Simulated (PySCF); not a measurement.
Nuclear quadrupole coupling in `CO[C@H]1C[C@@](C)(F)C1`

Compound: C6H11FO.
Structure used (GFN2-xTB), in Å, numbered top down from 1:
```
atom  x, y, z in Å
C1     2.907   -0.264   -0.092
O2     1.753   -0.957    0.315
C3     0.564   -0.415   -0.182
C4    -0.686   -1.173    0.290
C5    -1.341    0.170    0.643
C6    -2.429    0.637   -0.303
F7    -1.840    0.216    1.935
C8     0.021    0.867    0.496
H9     2.989   -0.241   -1.186
H10    3.753   -0.806    0.325
H11    2.913    0.766    0.283
H12    0.618   -0.311   -1.276
H13   -1.200   -1.790   -0.443
H14   -0.462   -1.759    1.178
H15   -3.295   -0.014   -0.216
H16   -2.728    1.652   -0.051
H17   -2.064    0.614   -1.326
H18    0.032    1.786   -0.086
H19    0.486    1.030    1.465
```

Field gradients from the PBE0/pcSseg-1 density (PySCF, non-relativistic), principal values in atomic units, ordered |Vxx| ≤ |Vyy| ≤ |Vzz|:

| atom | Vxx | Vyy | Vzz |
| --- | --- | --- | --- |
| O2 | 0.0151 | 1.9890 | -2.0042 |

Problem. Find the asymmetry η = (Vxx − Vyy)/Vzz and the couplings χ = eQV/h (234.96 MHz × Q in barn × V in au), with Q(17O) = −0.0256 b.

Solution. 
```json
{"atom": "O2", "environment": "ether oxygen", "nucleus": "17O", "η": "0.98", "χzz (MHz)": "12.06", "χxx (MHz)": "-0.09", "χyy (MHz)": "-11.96"}
```

At O2 η is above 0.9: Vyy and Vzz are nearly equal in size and opposite in sign, so a small change could swap them and flip the sign of χzz. The tensor is traceless: Vxx + Vyy + Vzz = 0.

Problem. What is Vzz at O2 in SI units (1 au = 9.71736 × 10²¹ V/m²)?

Solution. -2.0042 au = -19.475 × 10²¹ V/m².

Problem. And the gradient at the other heavy atoms, for which no coupling is worked out here?

Solution. 
| atom | environment | Vzz (au) | η |
| --- | --- | --- | --- |
| C1 | methoxy carbon | 0.371 | 0.10 |
| C3 | sp3 carbon bound to oxygen | 0.323 | 0.12 |
| C4 | four-membered-ring carbon | -0.076 | 0.19 |
| C5 | sp3 C–F carbon | 0.520 | 0.02 |
| C6 | methyl carbon | 0.055 | 0.53 |
| F7 | alkyl fluorine | 2.962 | 0.03 |
| C8 | four-membered-ring carbon | -0.059 | 0.26 |

Problem. What couplings would deuterons (Q(2H) = 0.00286 b) have in place of the hydrogens, at this geometry?

Solution. 
```csv
atom,bonded to,bond length (Å),Vzz (au),η,χzz (kHz)
H9,C1,1.097,0.2899,0.08,195
H10,C1,1.088,0.3078,0.06,207
H11,C1,1.096,0.2924,0.07,196
H12,C3,1.100,0.2823,0.09,190
H13,C4,1.086,0.3170,0.01,213
H14,C4,1.087,0.3125,0.02,210
H15,C6,1.088,0.3134,0.02,211
H16,C6,1.088,0.3136,0.02,211
H17,C6,1.086,0.3167,0.03,213
H18,C8,1.087,0.3152,0.01,212
H19,C8,1.088,0.3114,0.02,209
```

The structure is a single GFN2-xTB conformer in the gas phase; no vibrational or solvent corrections. GFN2-xTB bond lengths can be off by several hundredths of an ångström, more for odd bonds, and the gradients follow them. With so small a basis the couplings can be 20 % off.

These values come from a run that also computed NMR shieldings. On an Intel Xeon at 2.50 GHz with one thread, on a shared host, this took 96 s (with the writing of density and orbital grids) and 0.89 GiB of memory at its peak.
